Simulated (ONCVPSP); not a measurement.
**Configuration tests for Bi (Z = 83) (ONCV)**

- Element: bismuth (Bi)
- Generator: ONCVPSP 4.0.1
- Type: optimised norm-conserving Vanderbilt (ONCV)
- Functional: BLYP
- Relativity: scalar-relativistic
- Frozen core: [Xe] 4f14
- Valence charge: 15
- Reference configuration: 5d10 6s2 6p3
- Partial waves: 6s: rc 1.75 bohr, ncon 4, nbas 9, qcut 3.2 1/bohr, 3 projectors, debl 0.5 Ha; 6p: rc 2.50 bohr, ncon 4, nbas 8, qcut 2.8 1/bohr, 2 projectors, debl 1.6 Ha; 5d: rc 1.45 bohr, ncon 4, nbas 9, qcut 11.8 1/bohr, 2 projectors, debl 2.2 Ha
- Local potential: polynomial inside 1.15 bohr (lpopt 5, dvloc0 3 Ha)
- Core correction: Teter function, fcfact 3.25, rcfact 1.88

In the s channel the program set the typed energies aside and used -0.528, 0.250, 0.750 Ha.

Energies are relative to the spin-unpolarised reference configuration 5d10 6s2 6p3; without spin polarisation the order of configurations can differ from experiment.

```csv
valence configuration,charge,ΔE all-electron (eV),error AE − PS (meV)
5d10 6s2 6p2,+1,7.822,-14
5d10 6s2 6p1,+2,23.044,-79
5d9 6s2 6p4,0,24.109,-167
```

What are ΔE and the potential's error for 5d10 6s2 6p0?

ΔE = 46.461 eV all-electron; the error (AE − PS) is -257 meV.

Note: ghosts flagged at negative energy: s at -157.2 eV, s at -83.3 eV, p at -18.1 eV; GHOST(+) flagged for s at 363.6 eV. A true bound ghost makes a file unfit for plane-wave use.
